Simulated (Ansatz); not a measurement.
C₂H₂N, doublet (typed; the unrestricted solution is spin-contaminated), at a GFN2-xTB geometry. Base run: MP2/cc-pVDZ (Ansatz, a quantum-chemistry and plane-wave program).

Here is a job for Ansatz.
Ansatz 0.2 input:
```yaml
crystal:
  periodic: [false, false, false]
  atoms:
    - {symbol: C, position_ang: [0.00333613, -0.16861170, -1.16204150]}
    - {symbol: C, position_ang: [-0.00051194, 0.02587429, 0.17832093]}
    - {symbol: N, position_ang: [-0.00381510, 0.19281948, 1.32887713]}
    - {symbol: H, position_ang: [0.93232340, -0.24906440, -1.69689616]}
    - {symbol: H, position_ang: [-0.92256280, -0.24424744, -1.70292033]}
basis:
  gaussian:
    orbitals: cc-pVDZ
magnetization: {spin_polarized: true, initial_magnetization: 1}
correlation: {method: mp2}
```

Variants of this job, named by their change:

| change | ΔE vs base (kcal/mol) | MP2 correlation (Eh) | basis functions |
|---|---|---|---|
| base | 0.000 | -0.36901 | 52 |
| electrons = all | -4.46 | -0.37612 | 52 |
| fitting = cc-pVTZ-JKFIT (mean field), cc-pVTZ-RIFIT (correlation) | 0.044 | -0.36898 | 52 |
| method = ccsd | -22.69 | -0.36901 | 52 |
| method = rpa | -30.33 | - | 52 |
| electrons = outside_noble_gas | 0.000 | -0.36901 | 52 |
| method = bccd | -21.87 | -0.36901 | 52 |
| lower_state_search = off | 0.000 | -0.36901 | 52 |
| reference functional = pbe0 | -16.67 | - | 52 |
| accuracy = high | -0.001 | -0.36901 | 52 |
